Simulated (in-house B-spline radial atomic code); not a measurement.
Configurations of Ho⁶⁺, with energies counted from [Kr] 4d10 4f9 5s2 5p4. All numbers are computed (scalar-relativistic (X2C) r2SCAN0, spin-polarised, spherical fractional occupations, exact exchange averaged over the configuration; Fermi nucleus of rms radius 5.2022 fm) with a radial B-spline atomic code at the basis-set limit, not measured. Shells without spins written out take the highest spin.

Occupations are held fixed; configurations that lie above the ionisation limit could autoionise.

| configuration | E - E(ref) (eV) | highest orbital | its <r> (bohr) |
| --- | --- | --- | --- |
| [Kr] 4d10 4f10 5s2 5p3 | 14.078 | 4f down | 0.7421 |
| [Kr] 4d10 4f8 5s2 5p4 5f1 | 55.225 | 5f up | 2.489 |
| [Kr] 4d10 4f8 5s2 5p4 6d1 | 57.791 | 6d up | 3.294 |
| [Kr] 4d10 4f9 5s2 5p3 6f1 | 79.21 | 6f up | 4.489 |
| [Kr] 4d9 4f9 5s2 5p5 | 150.95 | 4f down | 0.7066 |
| [Kr] 4d9 4f10 5s2 5p4 | 162.52 | 4f down | 0.7226 |

(1) Order these further configurations by energy, lowest first.
A. [Kr] 4d10 4f8 5s2 5p4 6s1
B. [Kr] 4d9 4f9 5s2 5p4 5d1
C. [Kr] 4d10 4f8 5s2 5p4 5d1
D. [Kr] 4d10 4f9 5s2 5p3 6d1
E. [Kr] 4d9 4f9 5s2 5p4 6s1

(2) How far above the reference does [Kr] 4d9 4f9 5s2 5p4 5f1 lie?

Answers

(1) C (21.555 eV), A (35.827 eV), D (66.602 eV), B (184.79 eV), E (199.13 eV).

(2) 218.55 eV; its least bound orbital is 5f up with <r> = 2.484 bohr.
